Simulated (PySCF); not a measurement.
Compound: C₅H₁₀O₂S (charge +1 and doublet state).
Geometry (GFN2-xTB, Å), atoms numbered from 1 in this order:
```
atom  x, y, z in Å
C1    -3.0507   -0.3327    0.1220
C2    -1.7605   -0.5030    0.8884
C3    -0.5656   -0.3187   -0.0150
C4     0.4035    0.5093    0.2756
S5     1.7538    0.7894   -0.9652
C6     3.1672   -0.0089   -0.1416
O7     1.4013    0.0607   -2.1360
O8     1.9505    2.1987   -1.0022
H9    -3.1832    0.6896   -0.2363
H10   -3.1064   -1.0087   -0.7273
H11   -3.8893   -0.5184    0.7974
H12   -1.7190    0.1712    1.7448
H13   -1.6750   -1.5327    1.2586
H14   -0.5737   -0.8804   -0.9394
H15    0.5409    1.1334    1.1409
H16    3.3375    0.4842    0.8081
H17    4.0151    0.1368   -0.8061
H18    2.9447   -1.0635   -0.0317
```

The hyperfine couplings belong to this conformer and change with its torsions.

The species is `CC[CH+][CH]S(C)(=O)=O` [radical] (charge +1).

The calculation used UKS B3LYP, pcH-1 on C H O S, non-relativistic, mean-field spin-orbit, GIAO (PySCF 2.14.0). The structure is a single GFN2-xTB conformer in the gas phase; no vibrational or solvent corrections. The geometry wasn't refined by DFT: couplings that depend on bond lengths, twists or pyramidal angles can differ widely from those at the functional's own minimum, by a factor of two or more for some ions and for spin on atoms past the first row. The SCF solution wasn't tested for stability.

**Question.** Break the g tensor into its mass correction, gauge correction and orbital-Zeeman/spin–orbit terms.

**Answer.** 
```tsv
Δg (ppt)	1	2	3
relativistic mass correction	-0.18	-0.18	-0.18
gauge correction	0.02	0.03	0.03
orbital Zeeman/spin–orbit	-3.74	1.61	8.87
total	-3.89	1.46	8.72
```

So g = 1.99842, 2.00378, 2.01104 and g_iso = 2.00441; the tensor is rhombic: the two nearest values differ by 42 % of g3 − g1. 

**Question.** What are the electron Larmor frequencies g μB B/h along the three axes at 350 mT?

**Answer.** 9.7897, 9.8159, 9.8515 GHz for g1, g2 and g3, a range of 61.8 MHz.

**Question.** At 9.5 GHz, how far is the centre of the isotropic spectrum from where a free electron (g = 2.002319) resonates?

**Answer.** B = hν/(g μB) with μB/h = 13.99624 MHz/mT gives 338.98 mT for the free electron and 338.63 mT at g_iso, 0.35 mT lower.

**Question.** Average each term over the three axes. Which is largest in size?

**Answer.** The orbital-Zeeman/spin–orbit term 2.25, the mass correction -0.18 and the gauge correction 0.03 ppt, for a total of 2.09 ppt. The orbital-Zeeman/spin–orbit term is the largest in size. The mass correction is the same along every axis, so the anisotropy comes from the other two: their spans along these axes are 0.01 (gauge) and 12.61 ppt (orbital Zeeman/spin–orbit).

**Question.** In a frozen sample, at which fields do the three g values resonate at 9.5, 34, 94 and 263 GHz (hyperfine left aside), and which band first spreads them over more than twice a line width of 0.3 mT?

**Answer.** 
| band | GHz | B(g3) mT | B(g2) mT | B(g1) mT | spread mT |
| --- | --- | --- | --- | --- | --- |
| X | 9.5 | 337.51 | 338.74 | 339.64 | 2.13 |
| Q | 34.0 | 1207.94 | 1212.32 | 1215.57 | 7.63 |
| W | 94.0 | 3339.61 | 3351.71 | 3360.69 | 21.08 |
| J | 263.0 | 9343.80 | 9377.67 | 9402.78 | 58.98 |

The spread grows in proportion to the frequency. X band is the first where it exceeds 0.6 mT.

The largest Mulliken spin populations are on C4 (+0.43), C3 (+0.22), O7 (+0.13) and O8 (+0.12).

The HOMO–LUMO gaps are 6.26 eV among the α and 0.98 eV among the β orbitals.
